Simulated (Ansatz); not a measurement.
[Ga(OH)6]3- (GaO₆H₆³⁻), relaxed as a singlet with RKS PBE-D4/def2-SVPD in Ansatz, starting from the GFN2-xTB (ALPB water) geometry. Force threshold 0.02 eV/Å.

A multiply charged anion in the gas phase is held together partly by the finite basis. The highest occupied level of the charge -3 singlet lies above zero (up to 7.18 eV). The electron is either unbound and held by the finite basis, or the level is raised by self-interaction error.

Start:

```xyz
13

Ga   -0.006   -0.003   -0.004
O    -1.604   -0.213    1.256
H    -1.289   -0.884    1.865
O     1.596    0.205   -1.260
H     1.313    0.923   -1.828
O     0.048    2.011    0.349
H    -0.883    2.214    0.449
O    -0.051   -2.015   -0.360
H     0.882   -2.215   -0.449
O    -1.302    0.334   -1.545
H    -1.849   -0.453   -1.522
O     1.289   -0.337    1.547
H     1.858    0.433    1.502
```

```tsv
step	energy (eV)	largest force component (eV/Å)	SCF passes
1	-64717.4944	0.825	18
2	-64717.6949	0.562	26
3	-64717.7953	1.169	26
4	-64717.9501	0.842	26
5	-64718.0500	0.611	27
6	-64718.0576	0.512	23
7	-64718.0725	0.012	22
```

Force components are those of the run's own axes.

End:

```xyz
13

Ga   -0.0023   -0.0013   -0.0006
O    -1.6019   -0.0916    1.3661
H    -0.9591   -0.3328    2.0660
O     1.6023    0.0916   -1.3614
H     0.9646    0.3449   -2.0613
O     0.0817    2.0387    0.5180
H    -0.7409    1.9177    1.0372
O    -0.0834   -2.0394   -0.5224
H     0.7386   -1.9147   -1.0417
O    -1.2177    0.2892   -1.6933
H    -1.2867   -0.6846   -1.7825
O     1.2140   -0.2956    1.6959
H     1.2907    0.6780    1.7799
```

By distances, no bond broke or formed. The bond that changes most is Ga1–O6, from 2.04 to 2.11 Å (atoms count from 1).

No frequencies were taken in this run, so the end may be a saddle point.

Hardware: 4 threads of Intel Xeon 6975P-C on a shared host. Wall time 13 s.
